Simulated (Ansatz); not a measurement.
Computed with PBE0-D4/def2-TZVP (Ansatz, a quantum-chemistry and plane-wave program). No frequencies were computed at this level.

Ansatz 0.2 input:
```yaml
crystal:
  periodic: [false, false, false]
  atoms:
    - { symbol: C, position_ang: [-0.755122, -0.043452, -0.051766] }
    - { symbol: B, position_ang: [0.82114, 0.027224, 0.043388] }
    - { symbol: Cl, position_ang: [1.78278, -1.396292, 0.046873] }
    - { symbol: Cl, position_ang: [1.621911, 1.545606, 0.160585] }
    - { symbol: H, position_ang: [-1.137164, 0.610973, -0.833178] }
    - { symbol: H, position_ang: [-1.210486, 0.303715, 0.875355] }
    - { symbol: H, position_ang: [-1.123059, -1.047775, -0.241256] }
basis:
  gaussian: { orbitals: def2-tzvp }
hamiltonian:
  xc: pbe0
  dispersion: d4
relax:
  max_steps: 150
```

Output:

```
Functional definition: PBE0
1017 factors; their error is unknown
mean field evaluation 1: about -26795.5470 eV, gradient 4.9e1 eV
mean field evaluation 2: about -26793.7210 eV, gradient 5.2e1 eV
mean field evaluation 4: about -26800.8807 eV, gradient 2.8e0 eV
mean field evaluation 8: about -26800.9681 eV, gradient 3.4e-2 eV
mean field -26800.96807997 eV, -984.9174105902 hartree, gradient 1.9e-5 eV, S^2 0.000000; 0 other end points of the search recorded, 0 dependent functions left out
reference -26800.96810699 eV, -984.9174115832 hartree; 24, 24 occupied and 130, 130 virtual orbitals, 1017 factors
relax step   1: F+E_penalty+E_count = -26801.09874743 eV  Δ(F+E_penalty+E_count) = +0.000e0 eV  max|allowed force component| = 1.371e0 eV/Å  Δτ_max = 0.0000 Å  (26 SCF iters, accepted)
these checks for a lower state are left out or cut short: starts, cluster_reference, orbital_swaps, neighbouring_geometries, increment
1017 factors; their error is unknown
mean field evaluation 16: about -26800.9211 eV, gradient 1.4e0 eV
mean field -26800.99611695 eV, -984.9184409301 hartree, gradient 1.8e-5 eV, S^2 0.000000; 0 other end points of the search recorded, 0 dependent functions left out
reference -26800.99614397 eV, -984.9184419231 hartree; 24, 24 occupied and 130, 130 virtual orbitals, 1017 factors
relax step   2: F+E_penalty+E_count = -26801.12671167 eV  Δ(F+E_penalty+E_count) = -2.796e-2 eV  max|allowed force component| = 7.231e-1 eV/Å  Δτ_max = 0.0217 Å  (30 SCF iters, accepted)
these checks for a lower state are left out or cut short: starts, cluster_reference, orbital_swaps, neighbouring_geometries, increment
1017 factors; their error is unknown
mean field -26801.00612579 eV, -984.9188087484 hartree, gradient 1.8e-5 eV, S^2 0.000000; 0 other end points of the search recorded, 0 dependent functions left out
reference -26801.00615282 eV, -984.9188097417 hartree; 24, 24 occupied and 130, 130 virtual orbitals, 1017 factors
relax step   3: F+E_penalty+E_count = -26801.13640960 eV  Δ(F+E_penalty+E_count) = -9.698e-3 eV  max|allowed force component| = 6.799e-2 eV/Å  Δτ_max = 0.0146 Å  (30 SCF iters, accepted)
these checks for a lower state are left out or cut short: starts, cluster_reference, orbital_swaps, neighbouring_geometries, increment
1017 factors; their error is unknown
mean field evaluation 32: about -26801.0023 eV, gradient 2.7e-1 eV
mean field -26801.00237791 eV, -984.9186710163 hartree, gradient 1.8e-5 eV, S^2 0.000000; 0 other end points of the search recorded, 0 dependent functions left out
reference -26801.00240496 eV, -984.9186720105 hartree; 24, 24 occupied and 130, 130 virtual orbitals, 1017 factors
relax step   4: F+E_penalty+E_count = -26801.13263055 eV  Δ(F+E_penalty+E_count) = +3.779e-3 eV  max|allowed force component| = 2.804e-1 eV/Å  Δτ_max = 0.0311 Å  (30 SCF iters, rejected (line search))
these checks for a lower state are left out or cut short: starts, cluster_reference, orbital_swaps, neighbouring_geometries, increment
1017 factors; their error is unknown
mean field -26801.00647609 eV, -984.9188216218 hartree, gradient 1.9e-5 eV, S^2 0.000000; 0 other end points of the search recorded, 0 dependent functions left out
reference -26801.00650313 eV, -984.9188226153 hartree; 24, 24 occupied and 130, 130 virtual orbitals, 1017 factors
relax step   5: F+E_penalty+E_count = -26801.13675306 eV  Δ(F+E_penalty+E_count) = -3.435e-4 eV  max|allowed force component| = 4.784e-3 eV/Å  Δτ_max = 0.0122 Å  (30 SCF iters, accepted)
1017 factors; their error is unknown
mean field -26801.00647609 eV, -984.9188216218 hartree, gradient 4.7e-5 eV, S^2 0.000000; 1 other end points of the search recorded, 0 dependent functions left out
reference -26801.00650313 eV, -984.9188226152 hartree; 24, 24 occupied and 130, 130 virtual orbitals, 1017 factors
Total energy: -26801.13678009 eV, -984.9236102054 hartree
Atom 0 at    -0.753342    -0.050749    -0.058409 Å, force     0.001359    -0.001244     0.000530 eV/Å
Atom 1 at     0.794032     0.020911     0.038793 Å, force    -0.004784    -0.001166    -0.001041 eV/Å
Atom 2 at     1.788698    -1.418408     0.060934 Å, force    -0.001093     0.002812     0.001235 eV/Å
Atom 3 at     1.605845     1.569709     0.153445 Å, force    -0.001082    -0.002471    -0.000720 eV/Å
Atom 4 at    -1.123809     0.631618    -0.828635 Å, force     0.001195     0.000971     0.001591 eV/Å
Atom 5 at    -1.184124     0.302547     0.885884 Å, force     0.002209    -0.000736    -0.001367 eV/Å
Atom 6 at    -1.127300    -1.055629    -0.252009 Å, force     0.002197     0.001834    -0.000227 eV/Å
Dipole moment:    -0.297967    -0.009931    -0.013856 e Å
```

Cost: about 40 core-seconds (a rough figure).
